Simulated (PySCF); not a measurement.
Working out the ionisation energy of F+

F+ [He] 2s2 2p4 (3P) → F(2+) [He] 2s2 2p3 (4S). All numbers are calculated (PySCF 2.14, the spin-free X2C one-electron Hamiltonian (Gaussian nucleus), in x2c-TZVPPall with one added diffuse shell each of s, p, d type (6s4p3d1f, 40 functions)). Frozen: 1s2. Energies in hartree (1 hartree = 27.21139 eV):

| part | F+ (lower) | F(2+) (upper) |
| --- | --- | --- |
| UHF | -98.924228 | -97.696831 |
| CCSD correlation | -0.157146 | -0.111698 |
| (T) | -0.001970 | -0.001145 |

**Question.** What does Hartree-Fock give?

**Answer.** (-97.696831) − (-98.924228) = 1.227397 hartree = 33.399 eV.

**Question.** What do CCSD and CCSD(T) give?

**Answer.** The CCSD correlation energies differ by 0.045448 hartree = 1.237 eV and the triples by 0.000825 hartree = 0.022 eV, so CCSD gives 34.636 eV and CCSD(T) 34.658 eV.

Measured between the centres of the two terms (NIST): 34.950 eV, so CCSD(T) (valence) is off by -0.292 eV.

What remains against the reference includes basis incompleteness, the frozen core and higher excitations.
